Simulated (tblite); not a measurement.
Species: ethoxydichloroborane, C2H5BCl2O.
Structure used (GFN2-xTB), in Å, numbered top down from 1:
```xyz
11
C2H5BCl2O angstrom
C     -1.4364    0.2655    0.2429
C     -0.3240   -0.4600    0.9845
O      0.7469   -0.7780    0.0985
B      1.7837   -0.0169   -0.1982
Cl     2.0589    1.5558    0.5265
Cl     2.9245   -0.6316   -1.3435
H     -1.7781   -0.3340   -0.5966
H     -1.0762    1.2214   -0.1297
H     -2.2684    0.4400    0.9187
H      0.0513    0.1586    1.8058
H     -0.6767   -1.4182    1.3748
```

Calculated harmonic vibrations of the isolated species, GFN2-xTB (tblite), most abundant isotopes, no scaling. Against measured fundamentals such values can be off by several per cent, at times by over 20. One conformer, not necessarily the lowest.

Harmonic wavenumbers (cm⁻¹): 33.5, 102.9, 155.5, 221.3, 229.0, 341.0, 413.1, 469.3, 484.4, 756.0, 831.8, 892.3, 1053.1, 1096.6, 1147.6, 1240.4, 1279.5, 1333.0, 1398.4, 1454.0, 1473.4, 1486.6, 2935.8, 2960.5, 3046.9, 3052.9, 3057.1.

A = 3118, B = 1506, C = 1105 MHz; mass 125.981 u (most abundant isotopes); point group C1, symmetry number 1.

Task: Zero-point energy?

Result: Half the sum of the wavenumbers: 16473 cm⁻¹ = 197.06 kJ/mol.

Task: What is S at 500 K and 1 bar for an ideal gas of classical rigid rotors and harmonic oscillators?

Result: Translation 179.92, rotation 125.76, vibration 133.07: S = 438.7 J/(mol K).

Task: And Cp and H(500 K) − H(0)?

Result: Cp = 149.41 J/(mol K), of which vibrations give 116.15 (their classical limit is 27 R = 224.5); H(500 K) − H(0) = 48.94 kJ/mol without the zero-point energy, 32.31 from vibrations.

Task: Which modes carry the vibrational entropy at 500 K?

Result: 33.5 cm⁻¹: 27.77; 102.9 cm⁻¹: 18.46; 155.5 cm⁻¹: 15.07; 221.3 cm⁻¹: 12.21; 229.0 cm⁻¹: 11.93; 341.0 cm⁻¹: 8.80 J/(mol K); the other 21 give 38.83 together.

Task: Blend soft modes into free rotors: weight 1/[1 + (100 cm⁻¹/ν̃)⁴] for the oscillator and the rest for a rotor with moment μB/(μ + B), μ = h/(8π²ν), B = 10⁻⁴⁴ kg m². What vibrational entropy results?

Result: 121.44 J/(mol K) in place of 133.07, which changes −T·S at 500 K by +5.82 kJ/mol.

Task: What must be added to the electronic energy to get the Gibbs energy at 500 K and 1 bar?

Result: ZPE + [H(500 K) − H(0)] − T·S = 197.06 + 48.94 − 219.37 = 26.63 kJ/mol.

Task: How do the functions run with temperature in this model?

Result: 
```csv
T (K),S (J/(mol K)),Cp (J/(mol K)),H − H(0) (kJ/mol),G − H(0) (kJ/mol),ln q(vib)
50,240.5,48.2,2.01,-10.02,0.55
100,279.1,64.5,4.83,-23.07,1.42
298.15,371.8,111.0,22.47,-88.39,4.96
373.15,398.4,126.5,31.39,-117.29,6.21
750,505.9,181.5,90.61,-288.81,11.93
1000,561.1,202.2,138.74,-422.40,15.27
```

q(vib) and H(0) count from the zero-point level.

Hindered rotation and anharmonicity are outside this model. Other conformers, if any are populated, would add a mixing term that is left out. The structure is chiral; the term R ln 2 for an equal mix with its mirror image is left out.
